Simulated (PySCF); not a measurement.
Cards and structures have been mixed up. Pair them.

Structures:
1. `O=C1OCCO1`
2. `CC(C)(C)[C@@H]1C[S][GeH2][S]1`
3. `O[SiH2]C(F)F`
4. `N#C[C@H]1C=N1`

Card P (geometry PBE0-D3(BJ)/def2-SVP):
- Rotational constants A, B, C: 1.379, 0.656, 0.558 GHz
- Static isotropic polarisability (CAM-B3LYP/def2-SVPD): 137.7 au
- HOMO energy (CAM-B3LYP/def2-SVPD): -8.14 eV
- Dipole moment (CAM-B3LYP/def2-SVPD): 1.17 D
- Lowest triplet excitation (Tamm–Dancoff) (TDA CAM-B3LYP/def2-SVPD): 4.81 eV

Card Q (geometry PBE0-D3(BJ)/def2-SVP):
* Rotational constants A, B, C: 22.771, 3.539, 3.478 GHz
* Static isotropic polarisability (wB97X-D/def2-SVPD): 42.6 au
* Strongest line among the 10 lowest singlet transitions (TDDFT wB97X-D/def2-SVPD): S10 at 8.70 eV (143 nm, f = 0.157)
* Lowest singlet excitation (TDDFT wB97X-D/def2-SVPD): 5.30 eV (234 nm, f = 0.003)
* Isotropic shieldings of nuclei other than C and H, by class (GIAO PBE0/pcSseg-1): -79 (1 N), -35 (1 N) ppm
* Point group: C1

Card R (geometry PBE0-D3(BJ)/def2-SVP):
- Rotational constants A, B, C: 5.875, 2.698, 2.482 GHz
- Static isotropic polarisability (PBE0/def2-SVPD): 45.2 au
- Point group: C1
- Lowest triplet excitation (Tamm–Dancoff) (TDA PBE0/def2-SVPD): 6.48 eV
- Dipole moment (PBE0/def2-SVPD): 1.72 D
- Vertical ionisation energy (ΔSCF PBE0/def2-SVPD): 10.86 eV

Card S (geometry PBE0-D3(BJ)/def2-SVP):
- Rotational constants A, B, C: 8.168, 3.883, 2.746 GHz
- Static isotropic polarisability (CAM-B3LYP/def2-SVPD): 44.1 au
- Lowest triplet excitation (Tamm–Dancoff) (TDA CAM-B3LYP/def2-SVPD): 6.59 eV
- 13C chemical shifts (computed TMS as zero) by class (GIAO PBE0/pcSseg-1): 156.9 (1 C), 64.3 (2 C) ppm
- Isotropic shieldings of nuclei other than C and H, by class (GIAO PBE0/pcSseg-1): 35 (1 O), 188 (2 O) ppm

Species are written as SMILES; each is one conformer at its optimised geometry, gas phase, non-relativistic unless stated; the electronic structure was computed with PySCF and density fitting. NMR classes are plain means over equivalent atoms (diastereotopic ones count apart unless rotation or inversion swaps them), as if these changed places fast.

Which card belongs to which structure?

P = 2, Q = 4, R = 3, S = 1. What ties each card to its structure:
- 1 (card S), C3H4O3, monoisotopic mass 88.0 u, 6 heavy atoms: 3 C in 2 classes; the least shielded carbon (156.9 ppm) is a carbonate carbon; an asymmetric top with C = 2.746 GHz; polarisability 44.1 au for 46 electrons.
- 2 (card P), C6H14GeS2, monoisotopic mass 224.0 u, 9 heavy atoms: an asymmetric top with C = 0.558 GHz, the lowest such constant on the cards; polarisability 137.7 au for 114 electrons; dipole 1.17 D.
- 3 (card R), CH4F2OSi, monoisotopic mass 98.0 u, 5 heavy atoms: an asymmetric top with C = 2.482 GHz; polarisability 45.2 au for 50 electrons; dipole 1.72 D.
- 4 (card Q), C3H2N2, monoisotopic mass 66.0 u, 5 heavy atoms: an asymmetric top with C = 3.478 GHz, the highest such constant on the cards; polarisability 42.6 au for 34 electrons.
